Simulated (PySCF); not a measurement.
Spectrum to structure. Theory: TDDFT PBE0/def2-SVPD, vertical, gas phase, core orbitals frozen in the response (PySCF 2.14.0, density-fitted response routines). Geometries: GFN2-xTB, one conformer each.

| state | E (eV) | f |
| --- | --- | --- |
| S1 | 5.32 | 0.0034 |
| S2 | 5.82 | 0.0010 |
| S3 | 6.63 | 0.0061 |
| S4 | 6.65 | 0.0038 |
| S5 | 6.82 | 0.0028 |
| S6 | 6.93 | 0.046 |
| S7 | 7.10 | 0.011 |
| S8 | 7.22 | 0.030 |

Question: Which candidate is it?
A. `CC1=C(Cl)N=NN1`
B. `O=CC1=CNN=N1`
C. `[H]/N=C\CNC=O`

Answer: C. Its S1 lies at 5.32 eV; the nearest of the others has S1 at 5.79 eV. S1 is HOMO→LUMO (94%). Löwdin shares by element: HOMO nitrogen 50% or more, carbon 24% or more, hydrogen 7% or more (atoms not listed hold the other 19%); LUMO carbon 46% or more, nitrogen 38% or more, hydrogen 5% or more. At the same level the other candidates give, for their lowest levels:
- `O=Cc1c[nH]nn1`: 3.86 eV (f 0.000); 5.04 eV (f 0.000); 5.75 eV (f 0.210); 5.75 eV (f 0.008); 6.16 eV (f 0.001); T1 3.28 eV; HOMO -7.82, LUMO -1.88 eV
- `Cc1[nH]nnc1Cl`: 5.79 eV (f 0.007); 6.18 eV (f 0.097); 6.39 eV (f 0.002); 6.62 eV (f 0.002); 7.05 eV (f 0.005); T1 4.38 eV; HOMO -7.24, LUMO -0.30 eV

The values belong to the conformer `[H]/[N:1]=[CH:2]\[CH2:3][NH:4][CH:5]=[O:6]`: N1–C2–C3–N4 -9°, C2–C3–N4–C5 116°, C3–N4–C5–O6 1°.
Triplets come from the Tamm–Dancoff approximation.
